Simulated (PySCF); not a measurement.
**Pm: excitation energy**

Pm [Xe] 4f5 6s2 (high-spin determinant) → Pm [Xe] 4f5 6s1 6p1 (high-spin determinant), as a difference of total energies. All numbers are calculated (PySCF 2.14, the spin-free X2C one-electron Hamiltonian (Gaussian nucleus), in ANO-RCC-VTZP (8s7p5d3f2g1h, 104 functions)). Correlated levels: valence: [Kr] 4d10 frozen; valence and next inner shell: [Ar] 3d10 frozen. The calculations carry no spin-orbit coupling.

```csv
method,excitation energy (eV)
UHF,0.853
MP2 (valence),1.702
SCS-MP2 (valence),1.780
MP2 (valence and next inner shell),1.732
SCS-MP2 (valence and next inner shell),1.791
```

**Question.** How much does correlation contribute at MP2 (valence and next inner shell)?

**Answer.** 1.732 − (0.853) = 0.879 eV, measured against UHF.

The basis was made for the ground configuration and has no added diffuse functions, so the excitation energy can come out too high.

The determinant of the lower state and of the upper state mixes LS terms, which raises its energy above the lowest term, most at the Hartree-Fock and MP2 levels.
